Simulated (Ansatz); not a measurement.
Basis sets compared for cyclo-(H2SiCH2)2 (C₂H₈Si₂). Charge 0, multiplicity 1. Geometry PBE-D4/def2-SVP. Ansatz on 4 threads of Intel Xeon on a shared host; times are rough, and most runs start from earlier orbitals.

Cartesian coordinates in Å:
```
Si -1.2002 0.3654 -0.4478
H -1.4606 1.2127 -1.6668
H -2.5214 0.0010 0.1791
C 0.0554 1.1381 0.7803
Si 1.2008 -0.3647 0.4467
H 1.4663 -1.2117 1.6648
H 2.5196 0.0023 -0.1838
C -0.0562 -1.1390 -0.7789
H -0.3060 1.2289 1.8244
H 0.4682 2.1202 0.4737
H 0.3040 -1.2337 -1.8230
H -0.4699 -2.1196 -0.4686
```

Binding counts from free atoms (Si triplet, H doublet, C triplet) in the same basis, without a counterpoise term.

```json
{"level": "PBE-D4/def2-SVP", "functions": "104", "energy (Eh)": "-659.3518", "HOMO (eV)": "-6.45", "LUMO (eV)": "-0.46", "binding per atom (eV)": "3.66", "wall time": "1.5 s"}
{"level": "PBE0-D4/def2-SVP", "functions": "104", "energy (Eh)": "-659.4315", "HOMO (eV)": "-7.66", "LUMO (eV)": "0.37", "binding per atom (eV)": "3.64", "wall time": "1.8 s"}
```

Problem. Estimate the rows for PBE-D4/def2-TZVP, PBE0-D4/def2-TZVP.

Solution. 
```csv
level,functions,energy (Eh),HOMO (eV),LUMO (eV),binding per atom (eV),wall time
PBE-D4/def2-TZVP,184,-659.6456,-6.49,-0.87,3.65,2.7 s
PBE0-D4/def2-TZVP,184,-659.7208,-7.65,-0.07,3.63,3.8 s
```
